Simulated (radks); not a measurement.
The numbers below are computed, except where a source is named.
Tm3+, configuration [Xe] 4f12 (the NIST ground configuration).

Level of theory: Dirac Kohn-Sham, BLYP, spin-unpolarised, spherical densities, finite nucleus; open shells fill j = l - 1/2 first; Fermi nuclear charge, rms radius 5.2256 fm (a radial shooting solver on a logarithmic mesh with Libxc functionals).

Energy parts (eV):
total: -369529.65
kinetic: 409106.81
electron-nucleus: -913714.17
Hartree: 142879.90
exchange-correlation: -7802.19

Orbitals (lengths in bohr, moments of r in powers of bohr; <r^-3> diverges for s and p1/2; r(max) is where P^2 peaks):
| orbital | occ. | eigenvalue (eV) | <r^4> | <r^-3> | <1/r> | r(max) | small-component weight |
|---|---|---|---|---|---|---|---|
| 1s1/2 | 2 | -59242.22 | 8.082e-07 | - | 79.07 | 0.01261 | 6.68e-02 |
| 2s1/2 | 2 | -10017.37 | 0.0001243 | - | 19.05 | 0.07207 | 1.50e-02 |
| 2p1/2 | 2 | -9551.349 | 0.00007587 | - | 19.03 | 0.05402 | 1.50e-02 |
| 2p3/2 | 4 | -8570.898 | 0.0001046 | 12820 | 16.42 | 0.06034 | 1.38e-02 |
| 3s1/2 | 2 | -2277.342 | 0.004696 | - | 6.978 | 0.2035 | 4.84e-03 |
| 3p1/2 | 2 | -2071.926 | 0.004200 | - | 6.895 | 0.1912 | 4.78e-03 |
| 3p3/2 | 4 | -1864.942 | 0.005336 | 2813 | 6.227 | 0.2043 | 4.42e-03 |
| 3d3/2 | 4 | -1513.834 | 0.003727 | 480.3 | 6.114 | 0.1611 | 4.31e-03 |
| 3d5/2 | 6 | -1468.598 | 0.004012 | 418.0 | 5.952 | 0.1647 | 4.20e-03 |
| 4s1/2 | 2 | -475.3330 | 0.1139 | - | 2.923 | 0.4646 | 1.56e-03 |
| 4p1/2 | 2 | -392.6649 | 0.1272 | - | 2.814 | 0.4663 | 1.48e-03 |
| 4p3/2 | 4 | -345.7960 | 0.1622 | 637.3 | 2.582 | 0.4943 | 1.34e-03 |
| 4d3/2 | 4 | -209.6162 | 0.2224 | 93.55 | 2.362 | 0.4957 | 1.16e-03 |
| 4d5/2 | 6 | -201.0692 | 0.2407 | 79.93 | 2.305 | 0.5048 | 1.12e-03 |
| 4f5/2 | 6 | -36.1622 | 1.423 | 12.43 | 1.763 | 0.4898 | 7.08e-04 |
| 4f7/2 | 6 | -34.8895 | 1.557 | 11.87 | 1.736 | 0.4951 | 6.91e-04 |
| 5s1/2 | 2 | -83.5219 | 3.990 | - | 1.107 | 1.082 | 3.27e-04 |
| 5p1/2 | 2 | -60.4936 | 6.480 | - | 0.9811 | 1.174 | 2.62e-04 |
| 5p3/2 | 4 | -54.2358 | 8.614 | 83.72 | 0.9021 | 1.258 | 2.28e-04 |

The highest occupied level is 4f7/2 at -34.890 eV. Summed over all electrons, <r^2> = 32.89 bohr^2, which gives a Langevin (diamagnetic) susceptibility term of -26.1 x 10^-6 cm^3/mol.
